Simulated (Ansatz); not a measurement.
Ansatz (a program for electronic structure) input (r2SCAN/def2-TZVP):

Ansatz 0.2 input:
```yaml
crystal:
  periodic: [false, false, false]
  atoms:
    - {symbol: Ba, position_ang: [0.22286265, 0.11814199, 0.09208405]}
    - {symbol: F, position_ang: [-0.93947669, 1.07912345, -1.54686345]}
    - {symbol: F, position_ang: [-0.44722427, -1.81422916, 0.97389600]}
basis:
  gaussian:
    orbitals: def2-TZVP
hamiltonian:
  xc: {name: r2SCAN}
relax: {f_tol: 0.003, max_steps: 100}
```

Output:

```
Functional definition: r2SCAN
integrals: 0.03 GiB planned
599 factors; their error is unknown
mean field: 0.22 GiB planned
mean field evaluation 1: about -6124.4138 eV, gradient 7.0e1 eV
mean field evaluation 2: about -5882.8638 eV, gradient 3.3e2 eV
mean field evaluation 4: about -6132.1376 eV, gradient 6.9e0 eV
mean field evaluation 8: about -6132.2266 eV, gradient 2.9e-1 eV
mean field evaluation 16: about -6132.2232 eV, gradient 3.0e-5 eV
mean field -6132.22317134 eV, -225.3550449764 hartree, gradient 3.0e-5 eV, S^2 0.000000; 0 other end points of the search recorded, 0 dependent functions left out
the calculation of the forces begins
reference -6132.22319956 eV, -225.3550460135 hartree; 14, 14 occupied and 88, 88 virtual orbitals, 599 factors
relax step   1: F+E_penalty+E_count = -6132.22317134 eV  Δ(F+E_penalty+E_count) = +0.000e0 eV  max|allowed force component| = 5.062e-2 eV/Å  Δτ_max = 0.0000 Å  (28 SCF iters, accepted)
these checks for a lower state are left out or cut short: starts, cluster_reference, orbital_swaps, neighbouring_geometries, increment
integrals: 0.03 GiB planned
599 factors; their error is unknown
mean field: 0.22 GiB planned
mean field -6132.22403678 eV, -225.3550767809 hartree, gradient 8.2e-6 eV, S^2 0.000000; 0 other end points of the search recorded, 0 dependent functions left out
the calculation of the forces begins
reference -6132.22406493 eV, -225.3550778154 hartree; 14, 14 occupied and 88, 88 virtual orbitals, 599 factors
relax step   2: F+E_penalty+E_count = -6132.22403678 eV  Δ(F+E_penalty+E_count) = -8.654e-4 eV  max|allowed force component| = 3.108e-2 eV/Å  Δτ_max = 0.0184 Å  (29 SCF iters, accepted)
these checks for a lower state are left out or cut short: starts, cluster_reference, orbital_swaps, neighbouring_geometries, increment
integrals: 0.03 GiB planned
599 factors; their error is unknown
mean field: 0.22 GiB planned
mean field evaluation 32: about -6132.2241 eV, gradient 7.1e-6 eV
mean field -6132.22412881 eV, -225.3550801630 hartree, gradient 8.6e-6 eV, S^2 0.000000; 0 other end points of the search recorded, 0 dependent functions left out
the calculation of the forces begins
reference -6132.22415698 eV, -225.3550811983 hartree; 14, 14 occupied and 88, 88 virtual orbitals, 599 factors
relax step   3: F+E_penalty+E_count = -6132.22412881 eV  Δ(F+E_penalty+E_count) = -9.203e-5 eV  max|allowed force component| = 2.431e-2 eV/Å  Δτ_max = 0.0148 Å  (29 SCF iters, accepted)
these checks for a lower state are left out or cut short: starts, cluster_reference, orbital_swaps, neighbouring_geometries, increment
integrals: 0.03 GiB planned
599 factors; their error is unknown
mean field: 0.22 GiB planned
mean field -6132.22419933 eV, -225.3550827547 hartree, gradient 9.0e-6 eV, S^2 0.000000; 0 other end points of the search recorded, 0 dependent functions left out
the calculation of the forces begins
reference -6132.22422749 eV, -225.3550837895 hartree; 14, 14 occupied and 88, 88 virtual orbitals, 599 factors
relax step   4: F+E_penalty+E_count = -6132.22419933 eV  Δ(F+E_penalty+E_count) = -7.052e-5 eV  max|allowed force component| = 2.029e-4 eV/Å  Δτ_max = 0.0056 Å  (30 SCF iters, accepted)
integrals: 0.03 GiB planned
599 factors; their error is unknown
mean field: 0.22 GiB planned
mean field evaluation 64: about -6132.2242 eV, gradient 7.9e-5 eV
mean field -6132.22419933 eV, -225.3550827547 hartree, gradient 8.9e-6 eV, S^2 0.000000; 1 other end points of the search recorded, 0 dependent functions left out
the calculation of the forces begins
reference -6132.22422749 eV, -225.3550837895 hartree; 14, 14 occupied and 88, 88 virtual orbitals, 599 factors
Total energy: -6132.22422749 eV, -225.3550837895 hartree
Atom 0 at     0.239298     0.126854     0.098875 Å, force    -0.000066    -0.000035    -0.000027 eV/Å
Atom 1 at    -0.944563     1.056365    -1.534226 Å, force     0.000065    -0.000168     0.000175 eV/Å
Atom 2 at    -0.458573    -1.800183     0.954468 Å, force     0.000002     0.000203    -0.000148 eV/Å
Dipole moment:     1.188165     0.629860     0.490935 e Å
```
